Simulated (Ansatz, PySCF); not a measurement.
C4H4ClF, SMILES C=C/C(F)=C/Cl. Atoms are numbered in the order given.

```xyz
10

C     -0.0147    -2.9153     0.0000
C      0.6770    -1.7659     0.0000
C      0.0585    -0.4503     0.0000
F     -1.2794    -0.4384     0.0000
C      0.7437     0.7075     0.0000
Cl    -0.0157     2.2556     0.0000
H     -1.1069    -2.9165     0.0000
H      0.4965    -3.8800     0.0000
H      1.7709    -1.7710     0.0000
H      1.8334     0.7119     0.0000
```

Geometry optimised at B3LYP-D3(BJ)/def2-SVP. Other conformers were not sampled.

Vertical ionisation energy (IE) and electron affinity (EA) in eV. Rows of orbital energies are one-electron estimates. Where ΔSCF, EOM or ADC give a negative EA the extra electron is unbound and the value depends on the basis.

```json
[
 {"level": "−ε(HOMO), −ε(LUMO), CAM-B3LYP/def2-TZVP (PySCF)", "IE": "8.08", "EA": "0.27"},
 {"level": "−ε(HOMO), −ε(LUMO), PBE/def2-TZVP (PySCF)", "IE": "5.80", "EA": "2.21"},
 {"level": "ΔSCF, CAM-B3LYP/def2-SVPD (Ansatz), final states of multiplicity 2 and 2", "IE": "9.00", "EA": "-0.38"},
 {"level": "ΔSCF, PBE/def2-SVPD (Ansatz), final states of multiplicity 2 and 2", "IE": "8.74", "EA": "-0.43"}
]
```

Task: What vertical singlet–triplet gap does ΔSCF give with CAM-B3LYP/def2-SVPD (Ansatz, a quantum-chemistry and plane-wave program) and with PBE/def2-SVPD (Ansatz)? (The exact figures need the calculation; the answer reports its results.)

Result: 3.13 and 3.01 eV (triplet above singlet where positive).
